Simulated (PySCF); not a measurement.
Compound: C6H9F2N.
Numbering: `[CH2:1]=[CH:2]/[N:3]=[C:4](\[CH3:5])[CH2:6][CH:7]([F:8])[F:9]` (hydrogens: H10, H11 on C1; H12 on C2; H13, H14, H15 on C5; H16, H17 on C6; H18 on C7)

Structure optimised with GFN2-xTB, isolated species.

Q: What internal coordinates does the optimisation give?

A: 
| bond | length (Å) |
| --- | --- |
| C1=C2 | 1.329 |
| C2–N3 | 1.372 |
| N3=C4 | 1.261 |
| C4–C5 | 1.498 |
| C4–C6 | 1.510 |
| C6–C7 | 1.523 |
| C7–F8, C7–F9 | 1.356 |
| C1–H10 | 1.077 |
| C1–H11 | 1.075 |
| C2–H12 | 1.084 |
| C5–H13, C5–H14, C5–H15 | 1.088 |
| C6–H16, C6–H17 | 1.091 |
| C7–H18 | 1.100 |

Bonds in one row agree within 0.01 Å and their mean is given. A selection of angles:
| angle | degrees |
| --- | --- |
| C1–C2–N3 | 125.7 |
| C2–N3–C4 | 127.6 |
| N3–C4–C5 | 126.8 |
| N3–C4–C6 | 116.9 |
| C5–C4–C6 | 116.3 |
| C4–C6–C7 | 111.0 |
| C6–C7–F8 | 111.3 |
| C6–C7–F9 | 110.5 |
| F8–C7–F9 | 105.8 |

Torsions: C1–C2–N3–C4 57° (synclinal); C2–N3–C4–C5 7° (synperiplanar); N3–C4–C6–C7 -90°; C4–C6–C7–F8 -69° (synclinal). The mirror-image conformer, all signs reversed, is as good.

The 4 C–C bonds span 1.329 Å (C1=C2, drawn double) to 1.523 Å (C6–C7, drawn single), a spread of 0.194 Å. The 2 C–N bonds span 1.261 Å (N3=C4, drawn double) to 1.372 Å (C2–N3, drawn single), a spread of 0.111 Å. Of the pairs four or more bonds apart, C2···H14 is among the closest relative to their van der Waals radii: 2.65 Å, 91 % of the sum of Bondi's values.

Point group: C1 (no symmetry element, even within 0.4 Å). Whether it is a minimum is left open (no frequencies). The numbers are those of one conformer.

These are computed values.
